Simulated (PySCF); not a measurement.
# Ionisation energy of Tc²⁺ by level of theory

Tc²⁺ [Kr] 4d5 (6S) → Tc³⁺ [Kr] 4d4 (5D), as a difference of total energies. Calculation: PySCF 2.14, in x2c-SVPall (6s5p5d1f, 53 functions); the spin-free X2C one-electron Hamiltonian (Gaussian nucleus). Correlated levels: valence: [Kr] frozen. The calculations carry no spin-orbit coupling.

```tsv
method	ionisation energy (eV)
UHF	28.810
M06-2X	29.657
M06-L	29.562
MP2 (valence)	29.335
SCS-MP2 (valence)	28.985
```

Task: How much does correlation contribute at MP2 (valence)?

Result: 29.335 − (28.810) = 0.525 eV, measured against UHF.

The reference lies between the lowest fine-structure levels, while these numbers refer to the centres of the terms.

Errors of the correlated levels include the incompleteness of this basis and the frozen core.

For comparison: 29.55 eV (semi-empirical (NIST evaluation); NIST Atomic Spectra Database, ionization energies).
